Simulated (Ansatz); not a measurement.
Start from `CS[CH2][ZnH]` and change one atom or group to get `CS[CH2][SnH3]`.

Ansatz, PBE0-D4/def2-TZVP geometries, multiplicity 1. Each molecule was computed in one conformer, which needn't be the lowest.

Elements past krypton have def2 core potentials. Scalar relativity is left out up to krypton.

```
                                        property  `CS[CH2][ZnH]`
         HOMO–LUMO gap (ωB97M-V/def2-TZVPP) / eV            8.87
size of the dipole moment (B3LYP/def2-TZVPP) / D            1.32
            HOMO–LUMO gap (PBE0/def2-TZVPP) / eV            5.33
               LUMO energy (PBE/def2-TZVPP) / eV           -1.27
           LUMO energy (ωB97M-V/def2-TZVPP) / eV            0.85
           HOMO energy (ωB97M-V/def2-TZVPP) / eV           -8.01
```

Question: Give the same properties after the change, and the shifts. (Best estimate.)

Answer: The calculation gave: 
```csv
property,`CS[CH2][SnH3]`,shift
HOMO–LUMO gap (ωB97M-V/def2-TZVPP) / eV,10.03,1.16
size of the dipole moment (B3LYP/def2-TZVPP) / D,1.70,0.38
HOMO–LUMO gap (PBE0/def2-TZVPP) / eV,6.47,1.14
LUMO energy (PBE/def2-TZVPP) / eV,-0.62,0.65
LUMO energy (ωB97M-V/def2-TZVPP) / eV,1.46,0.61
HOMO energy (ωB97M-V/def2-TZVPP) / eV,-8.57,-0.56
```

With PBE0 the HOMO falls by 0.47 eV and the LUMO rises by 0.66 eV, so the gap widens by about 1.13 eV. PBE moves the HOMO by -0.35 eV and ωB97M-V by -0.56 eV. Dipoles are sizes alone; their direction can turn.

B3LYP here is the variant with VWN-RPA as its local correlation; programs differ in this.
